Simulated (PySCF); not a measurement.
Isomers of C8H16OSi, from PBE0-D3(BJ)/def2-SVP geometry optimisation, gas phase in PySCF. One conformer each, no zero-point energy, no frequencies.

Question: Which is lowest in electronic energy at this level?
A. `[CH2:1]1[CH2:2][CH2:3][CH:4]([Si@H:5]2[CH2:6][CH2:7][CH2:8][O:9]2)[CH2:10]1` with C3–C4–Si5–C6 -171°, C10–C1–C2–C3 19°, C1–C2–C3–C4 7°, C2–C3–C4–Si5 -155°, C4–Si5–C6–C7 137°: A = 2884, B = 603.3, C = 536.2 MHz, dipole 1.60 D
B. `[SiH3:1][O:2][C@:3]12[CH2:4][CH2:5][CH2:6][C@H:7]1[CH2:8][CH2:9][CH2:10]2` with Si1–O2–C3–C4 -58°, O2–C3–C4–C5 -145°, C3–C4–C5–C6 41°, C4–C5–C6–C7 -40°, C5–C6–C7–C8 -94°: A = 1698, B = 941.3, C = 740.3 MHz, dipole 1.13 D
C. `[CH2:1]=[C:2]([CH3:3])[C@:4]1([CH2:5][CH3:6])[CH2:7][CH2:8][O:9][SiH2:10]1` with C1–C2–C4–C5 120°, C2–C4–C5–C6 -60°, C2–C4–C7–C8 -158°, C4–C7–C8–O9 41°, C7–C8–O9–Si10 -20°, C8–O9–Si10–C4 -3°: A = 1506, B = 949.8, C = 834.4 MHz, dipole 1.69 D
D. `[CH2:1]=[C:2](/[CH:3]=[CH:4]/[CH3:5])[O:6][Si:7]([CH3:8])([CH3:9])[CH3:10]` with C1–C2–C3–C4 180°, C1–C2–O6–Si7 -5°: A = 1758, B = 599.2, C = 524.2 MHz, dipole 0.95 D

Answer: A. That is `C1CCC([Si@H]2CCCO2)C1`, 6.4 kcal/mol below the next.

```
                    SMILES                                                                mapped SMILES      E (Eh)  relative (kcal/mol)  relative (kJ/mol)  dipole (D)
     C1CCC([Si@H]2CCCO2)C1  [CH2:1]1[CH2:2][CH2:3][CH:4]([Si@H:5]2[CH2:6][CH2:7][CH2:8][O:9]2)[CH2:10]1  -678.31885                  0.0                0.0        1.60
[SiH3]O[C@]12CCC[C@H]1CCC2    [SiH3:1][O:2][C@:3]12[CH2:4][CH2:5][CH2:6][C@H:7]1[CH2:8][CH2:9][CH2:10]2  -678.30868                  6.4               26.7        1.13
   C=C(/C=C/C)O[Si](C)(C)C   [CH2:1]=[C:2](/[CH:3]=[CH:4]/[CH3:5])[O:6][Si:7]([CH3:8])([CH3:9])[CH3:10]  -678.30374                  9.5               39.7        0.95
 C=C(C)[C@]1(CC)CCO[SiH2]1   [CH2:1]=[C:2]([CH3:3])[C@:4]1([CH2:5][CH3:6])[CH2:7][CH2:8][O:9][SiH2:10]1  -678.27862                 25.2              105.6        1.69
```

As drawn, the highest has a C=C bond outside aromatic rings, which the lowest lacks.
